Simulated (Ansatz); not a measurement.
Total energies of the cluster Cu8Te from Ansatz at PBE-D4/def2-SVP, gas phase (1 Eh = 27.2114 eV = 2625.5 kJ/mol). The reference geometry is relaxed at r2SCAN-D4/def2-SVP.

```csv
atom,x (Å),y (Å),z (Å)
Cu1,-0.002,-1.616,0.918
Cu2,-0.946,0.692,-1.378
Cu3,-1.646,0.209,0.838
Cu4,0.649,-1.078,-1.300
Cu5,-1.651,-1.521,-0.771
Cu6,0.128,1.742,0.473
Cu7,0.164,0.251,2.355
Cu8,1.723,-0.029,0.550
Te9,1.581,1.350,-1.684
```

```
                 state   geometry   energy (Eh)
      charge 0 singlet  reference  -13388.71988
      charge 1 doublet  reference  -13388.49033
     charge -1 doublet  reference  -13388.77343
free Cu atom (doublet)          –   -1639.97485
free Te atom (triplet)          –    -267.96343
```

In the def2 sets Te takes a core potential; there is no spin–orbit coupling.

Problem. Work out the vertical ionisation energy to the doublet.

Solution. E(charge 1 doublet) − E(charge 0 singlet) = -13388.49033 − (-13388.71988) = 0.22955 Eh = 6.25 eV. For comparison, −ε of the highest occupied level is 4.19 eV at this level, 2.06 eV less.

Problem. Work out the vertical electron affinity, to the doublet.

Solution. E(charge 0 singlet) − E(charge -1 doublet) = -13388.71988 − (-13388.77343) = 0.05355 Eh = 1.46 eV. The basis lacks diffuse functions, which makes affinities too small.

Problem. Give the fundamental gap IE − EA, the Mulliken electronegativity (IE + EA)/2 and the hardness (IE − EA)/2.

Solution. From the values in Eh: IE − EA = 0.22955 − 0.05355 = 0.17600 Eh = 4.79 eV; (IE + EA)/2 = 3.85 eV; (IE − EA)/2 = 2.39 eV. The HOMO–LUMO gap of the same run is 0.92 eV, 3.87 eV smaller than the fundamental gap.

Problem. What is the binding energy per atom against free atoms?

Solution. Atoms: 8 × (-1639.97485) + 1 × (-267.96343) = -13387.76223 Eh. Binding: -13387.76223 − (-13388.71988) = 0.95765 Eh = 26.06 eV, or 2.90 eV for each of 9 atoms (no zero-point energy, no counterpoise term).

At PBE-D4/def2-SVP the highest occupied level of the charge -1 doublet lies above zero (up to 0.34 eV). By energy differences its removal costs 1.46 eV (vertical, to the charge 0 singlet, at PBE-D4/def2-SVP); self-interaction error and the lack of diffuse functions both raise the level.  

The structure comes from a short search, and lower isomers may exist.
